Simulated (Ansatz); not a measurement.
`[Cl][GeH]([Cl])[GeH3]` + `S[SiH2]Cl` → `Cl[SiH2][S][GeH3]` + `[Cl][GeH2][Cl]` at 298.15 K and 1 bar (cleavage of the Ge–Ge bond).

Program: Ansatz. Geometries: PBE0-D4/def2-TZVP. ΔE: electronic, gas phase. CCSD(T)/CBS is the MP2 limit (def2-TZVPP, def2-QZVPP) plus CCSD(T) − MP2 in def2-TZVPP, frozen cores. For Ge outer-core shells are correlated without core-valence functions, which leaves a few kJ/mol of doubt a bond. Scalar relativity is left out up to krypton. Each species was taken in one conformer, which may not be the lowest.

| species | CCSD(T)/CBS energy (Eh) | H − E (kJ/mol) | S (J/(mol·K)) |
| --- | --- | --- | --- |
| `[Cl][GeH]([Cl])[GeH3]` | -5074.27121 | 112.8 | 383.5 |
| `S[SiH2]Cl` | -1148.50980 | 90.1 | 304.5 |
| `Cl[SiH2][S][GeH3]` | -3225.84041 | 139.6 | 384.0 |
| `[Cl][GeH2][Cl]` | -2996.94498 | 63.5 | 300.8 |

H − E and S are ideal-gas, rigid-rotor, harmonic terms from PBE0-D4/def2-TZVP, for one conformer and one mirror image of each species. 1 Eh = 2625.50 kJ/mol, R = 8.31446 J/(mol·K).

Problem. By hand: ΔE, ΔH, ΔS and ΔG.

Solution. ΔE = (-3225.84041) + (-2996.94498) − (-5074.27121) − (-1148.50980) = -0.00438 Eh = -11.5 kJ/mol. Δ(H − E) = 139.6 + 63.5 − 112.8 − 90.1 = 0.2, so ΔH = -11.3 kJ/mol. ΔS = 384.0 + 300.8 − 383.5 − 304.5 = -3.2 J/(mol·K). ΔG = -11.3 − 298.15 × (-3.2)/1000 = -10.3 kJ/mol.

Problem. By hand: the equilibrium constant, and the temperature at which ΔG would vanish if ΔH and ΔS stayed fixed.

Solution. log₁₀ K = −ΔG/(RT ln 10) = 1.8. ΔG = 0 at ΔH/ΔS = 3531 K, far beyond where these terms or the molecules hold.

The number of gas molecules stays the same, so ΔS is small and ΔH decides. A doubt of 5 kJ/mol in ΔE shifts log₁₀ K by 0.9 here. Other conformers and mirror images would add mixing entropy, several J/(mol·K) or more a flexible species. Modes under 60 cm⁻¹, often nearly free rotors, make the harmonic entropy too high. These are equilibria of isolated gas molecules and say nothing of rates. Largest T1 diagnostic: 0.011 (customary marks: 0.02 for closed shells, 0.045 for open ones).
